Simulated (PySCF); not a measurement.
HgB, r²SCAN: how much the basis matters

PySCF, UKS reference; doublet, unpaired electrons π ↑; De to Hg + B without counterpoise correction.

```json
{"basis": "def2-SVP", "relativity": "scalar-relativistic core potentials", "functions": "46", "Re (Å)": "2.347", "ωe (cm⁻¹)": "277", "De (eV)": "0.43", "μ (D)": "-1.61"}
{"basis": "cc-pVDZ-PP/cc-pVDZ", "relativity": "scalar-relativistic core potentials", "functions": "52", "Re (Å)": "2.293", "ωe (cm⁻¹)": "300", "De (eV)": "0.48", "μ (D)": "-1.32"}
{"basis": "def2-SVPD", "relativity": "scalar-relativistic core potentials", "functions": "55", "Re (Å)": "2.328", "ωe (cm⁻¹)": "289", "De (eV)": "0.48", "μ (D)": "-1.62"}
{"basis": "def2-TZVPP", "relativity": "scalar-relativistic core potentials", "functions": "90", "Re (Å)": "2.289", "ωe (cm⁻¹)": "303", "De (eV)": "0.51", "μ (D)": "-1.54"}
```

**Question.** How does each smaller set differ from the one with most functions, def2-TZVPP?

**Answer.** def2-SVP: +5.8 pm, -8.6 % in ωe, -0.08 eV in De; cc-pVDZ-PP/cc-pVDZ: +0.4 pm, -1.0 % in ωe, -0.03 eV in De; def2-SVPD: +3.9 pm, -4.6 % in ωe, -0.03 eV in De. All at r²SCAN; the set with most functions is neither the basis-set limit nor always the best.

A positive dipole means Hg(−)B(+). Spin–orbit coupling is left out, which matters for elements this heavy, above all for dissociation energies. The state was picked by a PBE0 search and need not be the measured ground state.
